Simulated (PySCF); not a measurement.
**How methods differ on the ionisation energy of Dy³⁺**

Dy³⁺ [Xe] 4f9 [4f5/2^6 4f7/2^3, M_J = 15/2] → Dy⁴⁺ [Xe] 4f8 [4f5/2^6 4f7/2^2, M_J = 6], as a difference of total energies. All numbers are calculated (PySCF 2.14, the two-component X2C-1e Hamiltonian, in x2c-SVPall-2c). Correlated levels: [Ar] 3d10 frozen; the 16 highest virtual spinors dropped. "Screened" scales the spin-orbit matrix elements by Boettger's factors to mimic the two-electron term; Breit and QED terms are absent.

Q: Order these methods by the ionisation energy they give, lowest first.
A. GMP2 (screened spin-orbit)
B. GMP2 (spin-free)
C. GHF (spin-free)
D. GHF (screened spin-orbit)

A: C (37.871 eV), D (37.995 eV), B (40.245 eV), A (40.373 eV).

The spin-free rows relax to the high-spin LS determinant and lack the spin-orbit shift.

Errors of the correlated levels include the incompleteness of this basis and the frozen core.

The labels give the starting determinants; with spin-orbit coupling the two ends relaxed to ⟨J²⟩ = 63.77, ⟨L²⟩ = 30.66, ⟨S²⟩ = 8.60 and ⟨J²⟩ = 42.01, ⟨L²⟩ = 12.39, ⟨S²⟩ = 11.85.

For comparison: 41.23 ± 0.08 eV (semi-empirical (NIST evaluation); NIST Atomic Spectra Database, ionization energies).
